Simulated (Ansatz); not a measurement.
Reaction (ligand exchange at the Si–F bond): `N[Si](F)(F)F` + `N[SiH2]S` → `N[SiH2]S[Si](N)(F)F` + H–F

Gas-phase electronic energies from Ansatz, PBE0-D4/def2-TZVP geometries. CCSD(T)/CBS is the MP2 limit (def2-TZVPP, def2-QZVPP) plus CCSD(T) − MP2 in def2-TZVPP, frozen cores. This one scheme is used for every species. DFT in def2-TZVPP. B3LYP here is the variant with VWN-RPA as its local correlation; programs differ in this. One conformer a species, not always the lowest.

CCSD(T)/CBS gives +0.78 eV.

(1) Another level gave +0.82 eV. Which?
A. B2PLYP/def2-TZVPP
B. B3LYP-D4/def2-TZVPP
C. HF/def2-TZVPP
D. r2SCAN/def2-TZVPP

Largest T1 diagnostic among the species: 0.011.

## Answers

(1) D. r2SCAN 0.82, HF/def2-TZVPP 1.16, B2PLYP 0.90, B3LYP-D4 0.77 eV.

The D4 term adds −0.19 eV with B3LYP and −0.11 eV with PBE0; it sums over pairs of atoms, weighted by their polarisabilities, and B3LYP, whose exchange is more repulsive, gets the larger term. From PBE to PBE0 (25 % exact exchange), in def2-TZVPP and without D4, ΔE moves by +0.04 eV.
